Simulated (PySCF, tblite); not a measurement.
C₆H₁₃NSi.
Geometry (GFN2-xTB, Å), atoms numbered from 1 in this order:
```
atom  x, y, z in Å
C1     1.6817    1.7121    0.6121
C2     1.6432    0.3976    0.4363
Si3    2.7098   -0.5273   -0.8241
C4     0.7533   -0.4669    1.2352
N5    -0.4701   -0.7066    1.0831
C6    -1.2401   -0.0977    0.0289
C7    -2.3412    0.7462    0.6719
C8    -1.8524   -1.2205   -0.8087
H9     1.0628    2.2123    1.3432
H10    2.3420    2.3453    0.0415
H11    3.5348   -1.5020   -0.1074
H12    1.8282   -1.2248   -1.7633
H13    3.5482    0.4408   -1.5305
H14    1.2454   -0.9994    2.0478
H15   -0.6211    0.5458   -0.6207
H16   -1.9073    1.5524    1.2588
H17   -2.9811    1.1747   -0.0956
H18   -2.9405    0.1229    1.3304
H19   -2.4902   -0.8037   -1.5839
H20   -2.4441   -1.8704   -0.1697
H21   -1.0701   -1.8138   -1.2764
```

Computed with PBE0/pcSseg-1 in PySCF (dipole) on a GFN2-xTB geometry, gas phase.

Masses are those of the commonest isotopes; rigid-rotor values at the optimised geometry. The values belong to one conformer with, in the numbering `[CH2:1]=[C:2]([SiH3:3])/[CH:4]=[N:5]\[CH:6]([CH3:7])[CH3:8]`, C1–C2–C4–N5 81°, C4–N5–C6–C7 -118°.

**Question.** What are A, B and C (GHz)?

**Answer.** Ia = 188.89, Ib = 519.35, Ic = 599.70 u·Å²; 505379 MHz·u·Å²/I gives 2676, 973.1 and 842.7 MHz, that is A = 2.6756, B = 0.9731, C = 0.8427 GHz.

**Question.** What kind of rotor is it?

**Answer.** An asymmetric top: κ = (2 × 973.1 − 2676 − 842.7)/(2676 − 842.7) = -0.86.

**Question.** Is it planar, by Δ = Ic − Ia − Ib?

**Answer.** Not planar: Δ = Ic − Ia − Ib = -108.54 u·Å². For a rigid frame Δ = −2 Σ m c², so Σ m c² = 54.27 u·Å² lies off the ab plane: 15.03 from hydrogen and 39.24 from heavier atoms. The atom farthest from that plane is 2.16 Å away.

**Question.** Give the other two planar moments, Paa and Pbb, and the rms extents of the mass along the axes.

**Answer.** Paa = Σ m a² = (Ib + Ic − Ia)/2 = 465.08 and Pbb = Σ m b² = (Ia + Ic − Ib)/2 = 134.62 u·Å². With the mass M = 127.08 u, the rms extents √(P/M) along a, b and c are 1.91, 1.03, 0.65 Å.

**Question.** Which types of transition are allowed, and where do some lines up to J = 5 fall?

**Answer.** The dipole components are |μa| = 0.99 D, |μb| = 0.57 D, |μc| = 1.33 D. Intensities carry the squares of the components, which stand as 0.56 : 0.19 : 1.00 (a : b : c). Some lines, for components of 0.1 D or more:

```tsv
type	branch	J(Ka,Kc)	MHz	lower level (cm⁻¹)
a	Q	5(1,4) ← 5(1,5)	1949	0.933
a	R	2(1,1) ← 1(1,0)	3762	0.122
c	Q	5(2,4) ← 5(1,4)	4358	0.998
b	R	2(1,2) ← 1(0,1)	5204	0.061
a	R	3(0,3) ← 2(0,2)	5419	0.181
b	Q	3(2,2) ← 3(1,3)	5698	0.409
c	Q	5(3,3) ← 5(2,3)	8656	1.152
a	R	5(1,5) ← 4(1,4)	8724	0.642
c	Q	3(3,1) ← 3(2,1)	8807	0.600
b	R	2(2,1) ← 1(1,0)	8869	0.122
b	Q	5(4,2) ← 5(3,3)	12355	1.441
c	R	3(3,1) ← 2(2,1)	14290	0.418
c	Q	5(5,1) ← 5(4,1)	15894	1.853
```

**Question.** Estimate the classical rotational partition function at 25 K, 200 K and 298.15 K.

**Answer.** Point group C1, symmetry number σ = 1; q = (√π/σ)·√((kT/h)³/(ABC)), k/h = 20836.6 MHz/K: 14200 at 25 K, 322000 at 200 K, 586000 at 298.15 K.

Its GFN2-xTB frequencies are all real (lowest 17 cm⁻¹). These are rigid-rotor constants of the computed structure; measured ground-state constants (B0) also hold zero-point vibration. A rigid rotor knows nothing of internal rotation, which can split or shift real lines. Quadrupole hyperfine structure (14N) is left out.
